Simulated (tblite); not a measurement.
C8H6 (charge +1 and doublet state).
Structure used (GFN2-xTB), in Å, numbered top down from 1:
```xyz
14
C8H6 angstrom
C     -3.886   -0.285   -0.312
C     -2.719    0.023   -0.337
C     -1.334    0.391   -0.367
C     -0.420   -0.652    0.296
C      0.957   -0.307    0.275
C      2.139    0.010    0.245
C      3.440    0.334    0.225
C      4.620    0.632    0.205
H     -4.909   -0.537   -0.300
H     -1.221    1.363    0.130
H     -1.038    0.541   -1.414
H     -0.726   -0.806    1.341
H     -0.544   -1.626   -0.198
H      5.642    0.890    0.189
```

Calculated harmonic vibrations of the isolated species, GFN2-xTB (tblite), most abundant isotopes, no scaling. Errors from tens to a few hundred cm⁻¹ against measured bands are possible. One conformer, not necessarily the lowest. Open shells enter through the occupations alone, without spin polarisation, and single modes of such species can be off by tens of per cent.

Harmonic wavenumbers (cm⁻¹): 40.0, 66.0, 143.4, 156.6, 198.4, 292.6, 321.2, 406.0, 414.2, 426.0, 439.1, 639.4, 643.0, 647.2, 674.6, 698.7, 760.7, 761.3, 929.8, 1040.1, 1042.8, 1100.3, 1176.5, 1217.5, 1257.2, 1321.3, 1340.9, 2115.9, 2186.5, 2251.7, 2875.3, 2902.7, 2906.2, 2929.2, 3339.5, 3355.6.

A = 21000, B = 615.8, C = 602.7 MHz; mass 102.047 u (most abundant isotopes); point group Cs, symmetry number 1; spin multiplicity 2.

**Question.** What is the zero-point energy?

**Answer.** Half the sum of the wavenumbers: 21509 cm⁻¹ = 257.30 kJ/mol.

**Question.** Entropy at 298.15 K, 1 bar (ideal gas, RRHO, classical rotation)?

**Answer.** Translation 166.54, rotation 117.63, vibration 109.30, spin (R ln 2) 5.76: S = 399.2 J/(mol K).

**Question.** And Cp and H(298.15 K) − H(0)?

**Answer.** Cp = 145.66 J/(mol K), of which vibrations give 112.40 (their classical limit is 36 R = 299.3); H(298.15 K) − H(0) = 27.04 kJ/mol without the zero-point energy, 17.13 from vibrations.

**Question.** What must be added to the electronic energy to get the Gibbs energy at 298.15 K and 1 bar?

**Answer.** ZPE + [H(298.15 K) − H(0)] − T·S = 257.30 + 27.04 − 119.03 = 165.31 kJ/mol.

**Question.** Which modes carry the vibrational entropy at 298.15 K?

**Answer.** 40.0 cm⁻¹: 22.00; 66.0 cm⁻¹: 17.86; 143.4 cm⁻¹: 11.54; 156.6 cm⁻¹: 10.84; 198.4 cm⁻¹: 8.99; 292.6 cm⁻¹: 6.10 J/(mol K); the other 30 give 31.97 together.

**Question.** Blend soft modes into free rotors: weight 1/[1 + (100 cm⁻¹/ν̃)⁴] for the oscillator and the rest for a rotor with moment μB/(μ + B), μ = h/(8π²ν), B = 10⁻⁴⁴ kg m². What vibrational entropy results?

**Answer.** 99.44 J/(mol K) in place of 109.30, which changes −T·S at 298.15 K by +2.94 kJ/mol.

**Question.** How do the functions run with temperature in this model?

**Answer.** 
```
 T (K)  S (J/(mol K))  Cp (J/(mol K))  H − H(0) (kJ/mol)  G − H(0) (kJ/mol)  ln q(vib)
    50          243.7            52.3               2.08             -10.10       0.57
   100          286.1            72.1               5.20             -23.41       1.66
373.15          434.3           167.5              38.81            -123.27       7.96
   500          487.6           196.4              61.98            -181.82      10.80
   750          575.1           234.9             116.26            -315.07      15.96
  1000          646.4           260.5             178.39            -468.03      20.58
```

q(vib) and H(0) count from the zero-point level.

Hindered rotation and anharmonicity are outside this model. Other conformers, if any are populated, would add a mixing term that is left out.

On an Arm Neoverse V1 with one thread, no GPU, shared host, this took 0.42 s. The figure is for the frequency step alone.
